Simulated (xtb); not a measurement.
BH₅O₃Si, SMILES OB(O)O[SiH3]. All values are semi-empirical tight-binding results from xtb (GFN2-xTB unless named), good for trends rather than for accurate numbers. Coordinates come from a GFN2-xTB optimisation. The values are those of a single conformer.

The orbital gap comes out as 6.49 eV. The dipole moment is 3.00 D. The zero-point energy comes out as 37.6 kcal/mol and the G − E(el) at 298.15 K (modified RRHO) comes out as 17.7 kcal/mol. The static polarisability (D4 model) comes out as 59.2 bohr³ and the solvation energy, GFN2-xTB/ALPB(water) comes out as -8.5 kcal/mol. The solvation energy, GFN2-xTB/ALPB(dmso) is -12.2 kcal/mol.
